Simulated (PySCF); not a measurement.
Si(F)(Me)(NH2)2 (CH7FN2Si), SMILES C[Si](N)(N)F.

Geometry optimised at PBE-D3(BJ)/def2-SVP. The structure was generated by enumeration, and PubChem lists no compound with its InChIKey, so it may never have been made. The values are those of a single conformer.

Two levels are set side by side: TDDFT-PBE/def2-SVPD (PySCF) and TDDFT-LC-ωPBE/def2-SVPD (PySCF). Vertical, same geometry. The lowest singlet is HOMO→LUMO 99 % with PBE and HOMO→LUMO 65 %, HOMO→LUMO+1 23 % with the other functional; states are paired by order. Differences are taken from unrounded values.

```json
[
 {"quantity": "lowest singlet excitation (eV)", "TDDFT-LC-ωPBE": "7.36", "TDDFT-PBE": "5.75", "TDDFT-PBE minus TDDFT-LC-ωPBE": "-1.61"},
 {"quantity": "lowest triplet excitation (TDA) (eV)", "TDDFT-LC-ωPBE": "6.89", "TDDFT-PBE": "5.55", "TDDFT-PBE minus TDDFT-LC-ωPBE": "-1.34"}
]
```

Functionals without exact exchange tend to place singlet excitations lower, as here. Differences between two approximate levels are no errors against the true value.

Rough cost on one machine, each run with all the roots and properties that it gave: TDDFT-LC-ωPBE against TDDFT-PBE about 6 times.
